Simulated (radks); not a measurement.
The numbers below are computed, except where a source is named.
Spherical jellium clusters: N electrons in a uniform positive sphere of charge N and radius rs N^(1/3), rs = 5.01 bohr. Level of theory: non-relativistic Kohn-Sham, LDA (Slater exchange, Perdew-Wang correlation), spin-polarised, spherical densities (a radial shooting solver with Libxc functionals). Levels are named by radial order and angular momentum (1s, 1p, 1d, 2s, ...), and open shells are averaged over m.

N = 30, configuration 1s2 1p6 1d10 2s2 1f(up 7, down 3). This is the lowest configuration that the search found. Occupied and some empty levels:

level,occupation,eigenvalue (eV),<r> (bohr)
1s up,1,-4.0661,9.339
1s down,1,-3.9802,8.900
1p up,3,-3.6637,11.08
1p down,3,-3.5377,10.90
1d up,5,-3.1574,12.12
1d down,5,-3.0142,12.07
2s up,1,-2.9199,9.261
2s down,1,-2.8534,9.554
1f up,7,-2.5495,12.92
1f down,3,-2.4010,12.94
2p up,0,-2.1128,10.62
2p down,0,-2.0492,10.70
1g up,0,-1.8515,13.64
1g down,0,-1.7053,13.71
2d up,0,-1.3055,12.41
2d down,0,-1.2344,12.47

Energy (eV): total -55.8149, kinetic 35.350, external -1878.9, Hartree 935.95, exchange-correlation -92.124, background 943.92.
